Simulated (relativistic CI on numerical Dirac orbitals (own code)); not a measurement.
Co³⁺: L2,3 absorption edge

Computed with this model: Dirac-Coulomb-Breit CI, KLI orbitals optimised for each configuration, model QED, valence Slater integrals scaled by 0.8, multiplet model of core-to-valence dipole absorption; configurations [Ar] 3d6 → [He] 2s2 2p5 3s2 3p6 3d7; 10 K; Lorentzian 0.4 eV and Gaussian 0.3 eV FWHM. Energies are those of the free ion, without screening or charge transfer. The branching ratio is the share of the lower-energy edge in the whole absorption, uncertain by about 0.02 where the edges overlap. S is read from ⟨S²⟩ = S(S + 1).

Field parameters in Wybourne normalisation: D3d B²₀ = −7Dσ, B⁴₀ = −14Dq − 21Dτ, B⁴₃ = −14√(10/7) Dq; D4h B²₀ = −7Ds, B⁴₀ = 21(Dq − Dt), B⁴₄ = 21√(5/14) Dq; Td as Oh with Dq negative (B⁴₀ = 21Dq, B⁴₄ = √(5/14) B⁴₀). The field is a parameter set, without covalency.

Case free ion, the dichroism is that of the ground state at zero temperature, magnetised by exchange field 10 meV on Sz. The dichroism I(Δm = −1) − I(Δm = +1), over the sum of the three polarisations, integrates to -0.2254 on the lower edge and -0.0258 on the upper edge. The branching ratio is 0.805.

**Question.** Use the orbital sum rule with 4 holes to get ⟨Lz⟩.

**Answer.** For a p → d edge ⟨Lz⟩ = 2 × n_h × (sum of both integrals) in this sign convention = -2.01; the ground state itself has ⟨Lz⟩ = -2.00 and ⟨Sz⟩ = -2.00. The rule assumes one radial integral for both edges, which relativistic orbitals only approach.
